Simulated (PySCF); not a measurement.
PySCF 2.14 output of an unrestricted revPBE calculation on a single atom or ion in aug-cc-pVQZ-PP with one added diffuse shell each of s, p, d, f, g, h type with ECP28MDF (8s8p7d5f4g3h, 171 functions), with scalar relativity through the core potential:

```
SCF conv_tol = 1e-09
number electrons alpha = 11  beta = 8
    Y. Zhang and W. Yang.,  Phys. Rev. Lett. 80, 890 (1998)
    J. P. Perdew, K. Burke, and M. Ernzerhof.,  Phys. Rev. Lett. 77, 3865 (1996)
    J. P. Perdew, K. Burke, and M. Ernzerhof.,  Phys. Rev. Lett. 78, 1396 (1997)
cycle= 1 E= -146.61886649261  delta_E= -0.0118  |g|= 0.0777  |ddm|= 1.04
cycle= 2 E= -146.618269597424  delta_E= 0.000597  |g|= 0.0965  |ddm|= 0.111
cycle= 3 E= -146.620384606233  delta_E= -0.00212  |g|= 0.00438  |ddm|= 0.0494
cycle= 4 E= -146.62038867437  delta_E= -4.07e-06  |g|= 0.000331  |ddm|= 0.00673
cycle= 5 E= -146.62038919122  delta_E= -5.17e-07  |g|= 0.000128  |ddm|= 0.0057
cycle= 6 E= -146.620389394349  delta_E= -2.03e-07  |g|= 5.8e-05  |ddm|= 0.00367
cycle= 7 E= -146.620389527686  delta_E= -1.33e-07  |g|= 1.03e-05  |ddm|= 0.00545
cycle= 8 E= -146.620389530559  delta_E= -2.87e-09  |g|= 6.09e-07  |ddm|= 0.000876
cycle= 9 E= -146.620389530568  delta_E= -8.95e-12  |g|= 1.15e-07  |ddm|= 4.3e-05
converged SCF energy = -146.620389530568  <S^2> = 3.7509225  2S+1 = 4.0004612
```

The run itself started from symmetry-adapted Hartree-Fock orbitals and held the occupation by maximum overlap, on a logarithmic radial grid, so the iterations belong to that start.

Which element, charge and spin multiplicity is this?

Ag (silver, neutral), multiplicity 4; the state was [Kr] 4d9 5s1 6s1, high-spin 4D determinant (an excited configuration).

Energies and moments cover only the electrons outside the core potential. The outer electron is Rydberg-like, and this basis confines it to a smaller radius and binds it less than a complete one would.
